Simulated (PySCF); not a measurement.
What does the PBE0-D3(BJ)/def2-SVP structure of `S[C@@H]1C[CH2][GeH2]1` look like in three dimensions?

```
atom  x, y, z in Å
S1     1.4258   -0.6587    1.5287
C2     0.6443   -0.6451   -0.1051
C3     0.4031    0.7695   -0.6865
C4    -0.9513    1.1677   -0.0603
Ge5   -1.3320   -0.7569    0.1596
H6     2.6025   -0.0891    1.1719
H7     1.1436   -1.3552   -0.7787
H8     0.2936    0.6778   -1.7809
H9     1.2292    1.4785   -0.5038
H10   -1.6057    1.8031   -0.6715
H11   -0.8219    1.6263    0.9308
H12   -2.0514   -1.4150   -1.0339
H13   -1.8640   -1.3120    1.4927
```

Any rigid rotation of these coordinates is as good. Atoms count from 1 in this order. The 4-membered ring C2–C3–C4–Ge5 has internal angles of 74.9° to 102.7°; it is puckered, 0.15 Å rms from its mean plane, widest ring torsion 23°. S1 (thiol sulfur) is bent (angle 97.7°). Ge5 (germanium bonded to 2 C and 2 H) has angles from 74.9° to 121.0°. The 2 C–Ge bonds span 1.974 Å (C4–Ge5, drawn single) to 1.997 Å (C2–Ge5, drawn single), a spread of 0.023 Å.

Bonds between heavy atoms (Å): S1–C2 1.811, C2–C3 1.548, C3–C4 1.544, C4–Ge5 1.974, C2–Ge5 1.997.

Level of theory: PBE0-D3(BJ)/def2-SVP geometry optimisation, gas phase in PySCF 2.14.0.

Point group: C1 (no symmetry element, even within 0.4 Å). Whether it is a minimum is left open (no frequencies). One conformer, not necessarily the lowest (H–S1–C2–C3 -63°, S1–C2–C3–C4 -85°, C2–C3–C4–Ge5 -23°, C3–C4–Ge5–C2 18°, S1–C2–Ge5–C4 97°).
